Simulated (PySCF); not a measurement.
CH₃FSi (calculated)

All values are calculated (PySCF 2.14.0). Calculation on a computer-drawn molecule: the log of a Hartree-Fock and frozen-core CCSD(T) single point meant for a local Hartree-Fock minimum, with one planted fault or none, to be diagnosed. Offsets are logged minus clean, where the clean run is the same molecule without the fault. The reference is restricted for singlets and unrestricted otherwise, and also for a bond in bohr or an excited solution. Adding or removing an electron swaps singlet and doublet. The excited solution moves the top pair (singlet) or top alpha electron (doublet) to the lowest empty orbital. Highest occupied and lowest empty are orbital energies over both spins, largest force is the largest gradient component, triples share is (T) over the correlation energy, the T1 limit is 0.02 restricted and 0.045 unrestricted, electrons count all cores, a negative frequency is imaginary (commonest isotopes), and the dipole is about the centre of nuclear charge.

### CH₃FSi

Logged structure:
```xyz
6
CH3FSi
C     -1.5018     2.6749    -1.6224
Si    -0.8471     0.9928    -1.0566
F      0.6768     1.4578    -0.6901
H     -1.4026     3.4051    -0.8095
H     -0.8971     3.0469    -2.4591
H     -2.5486     2.6340    -1.9344
```

| Property | Result |
| --- | --- |
| meant charge | 0 |
| meant multiplicity | 1 |
| meant basis | cc-pV(D+d)Z |
| logged electrons | 33 |
| logged basis functions | 66 |
| logged SCF converged | yes |
| logged spin squared | 0.7769 |
| logged highest occupied | -0.15052 eV |
| logged lowest empty | 9.0549 eV |
| logged largest force | 0.042494 hartree/bohr |
| logged T1 diagnostic | 0.014237 |
| logged D1 diagnostic | 0.046494 |
| logged triples share | 0.021264 |
| logged CC converged | yes |
| logged dipole magnitude | 2.8133 debye |
| logged SCF stable within its kind | yes |
| logged energy HF | -427.98984 hartree |
| logged energy CCSD(T) | -428.4472 hartree |
| possible faults | no fault, one electron removed, one electron added, multiplicity raised by two, geometry at a saddle point, SCF held on an excited solution, minimal basis STO-3G, one bond length entered in bohr, all coordinates scaled |
| planted fault | one electron added |
| HF energy offset from clean run | 12.33 kcal/mol |
| CCSD(T) energy offset from clean run | 12.06 kcal/mol |

Drawn bonds:
```csv
atom,other atom,order
1,2,1
2,3,1
1,4,1
1,5,1
1,6,1
```
